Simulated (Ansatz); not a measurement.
`[NH2][SnH]([OH])[SH]` and `[NH2][GeH]([OH])[SH]` differ in one element.

Ansatz, PBE0-D4/def2-TZVP geometries, multiplicity 1. Each molecule was computed in one conformer, which needn't be the lowest.

Elements past krypton have def2 core potentials. Scalar relativity is left out up to krypton.

| property | `[NH2][SnH]([OH])[SH]` |
| --- | --- |
| HOMO–LUMO gap (B3LYP/def2-TZVPP) / eV | 6.19 |
| zero-point energy (PBE0-D4/def2-TZVP) / kJ/mol | 142.8 |
| HOMO energy (B3LYP/def2-TZVPP) / eV | -7.23 |
| HOMO–LUMO gap (PBE/def2-TZVPP) / eV | 4.49 |
| HOMO–LUMO gap (ωB97M-V/def2-TZVPP) / eV | 10.87 |
| HOMO energy (PBE/def2-TZVPP) / eV | -6.13 |

Problem. What does the change do to each property? (An estimate is asked.)

Solution. Ansatz gave: 
```csv
property,`[NH2][GeH]([OH])[SH]`,shift
HOMO–LUMO gap (B3LYP/def2-TZVPP) / eV,7.13,0.94
zero-point energy (PBE0-D4/def2-TZVP) / kJ/mol,149.8,7.0
HOMO energy (B3LYP/def2-TZVPP) / eV,-7.18,0.05
HOMO–LUMO gap (PBE/def2-TZVPP) / eV,5.41,0.92
HOMO–LUMO gap (ωB97M-V/def2-TZVPP) / eV,11.65,0.78
HOMO energy (PBE/def2-TZVPP) / eV,-6.10,0.03
```

With PBE0 the HOMO rises by 0.05 eV and the LUMO rises by 0.94 eV, so the gap widens by about 0.89 eV. PBE moves the HOMO by 0.03 eV and ωB97M-V by 0.05 eV.

B3LYP here is the variant with VWN-RPA as its local correlation; programs differ in this.
